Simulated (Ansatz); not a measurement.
Consider the isomerisation: `BC(C)B[SiH3]` → `CCBB[SiH3]`.

Calculated with Ansatz (gas phase, PBE0-D4/def2-TZVP geometries, no zero-point term in ΔE). CCSD(T)/CBS adds triple-zeta CCSD(T) − MP2 to the extrapolated MP2 energy (def2 sets, frozen cores). DFT in def2-TZVPP. B3LYP here is the variant with VWN-RPA as its local correlation; programs differ in this. Each species was taken in one conformer, which may not be the lowest.

CCSD(T)/CBS gives +14.8 kJ/mol.

Question: Another level gave +2.0 kJ/mol. Which?
A. PBE0-D4/def2-TZVPP
B. B3LYP/def2-TZVPP
C. MP2/def2-TZVPP
D. CCSD(T)/def2-TZVPP

Answer: B. B3LYP 2.0, MP2/def2-TZVPP 22.3, PBE0-D4 8.3, CCSD(T)/def2-TZVPP 15.1 kJ/mol.

Largest T1 diagnostic among the species: 0.013.

In def2-TZVPP, CCSD(T) changes the Hartree–Fock value by +9.3 kJ/mol (the triples alone add +2.4 kJ/mol) and MP2 by +16.5 kJ/mol. From PBE to PBE0 (25 % exact exchange), in def2-TZVPP and without D4, ΔE moves by +3.7 kJ/mol.
